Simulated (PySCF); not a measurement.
Species: HBr.
Geometry (PBE0-D3(BJ)/def2-SVP, Å), atoms numbered from 1 in this order:
```xyz
2
HBr angstrom
Br     0.7137   -0.0054   -0.0061
H     -0.7082    0.0080   -0.0222
```

Level of theory: PySCF, PBE0-D3(BJ)/def2-SVP geometry optimisation, gas phase.

Masses are those of the commonest isotopes; rigid-rotor values at the optimised geometry. 

(1) What are the moment of inertia and the rotational constant?

(2) List the first levels of a rigid rotor in a Σ state.

(3) Where do the first rotational lines fall?

(4) Estimate the classical rotational partition function at 298.15 K.

## Answers

(1) I = 2.012 u·Å², B = 505379 MHz·u·Å²/I = 251123 MHz (8.3766 cm⁻¹, or 12.052 K as hB/k). For two atoms I = μr² with μ = 0.9951 u and r = 1.4221 Å.

(2) E(J) = BJ(J+1): J = 1: 16.753, J = 2: 50.259, J = 3: 100.519, J = 4: 167.531, J = 5: 251.297, J = 6: 351.815 cm⁻¹.

(3) The dipole is 1.08 D; J+1 ← J lies at 2B(J+1): 1 ← 0 at 502.25 GHz, 2 ← 1 at 1004.49 GHz, 3 ← 2 at 1506.74 GHz, 4 ← 3 at 2008.98 GHz, 5 ← 4 at 2511.23 GHz, 6 ← 5 at 3013.47 GHz.

(4) Point group C∞v, symmetry number σ = 1; q = kT/(σhB), k/h = 20836.6 MHz/K: 24.7 at 298.15 K.

Stationary, but not proved a minimum. No vibrational averaging or centrifugal distortion is included, and the geometry carries the error of its method.

Hardware: one thread, Arm Neoverse N1 (aarch64), no GPU, shared host with 64 logical CPUs at a one-minute load of 52. Cost: 2.8 s wall, 0.24 GiB resident at most. These figures are those of the optimisation.
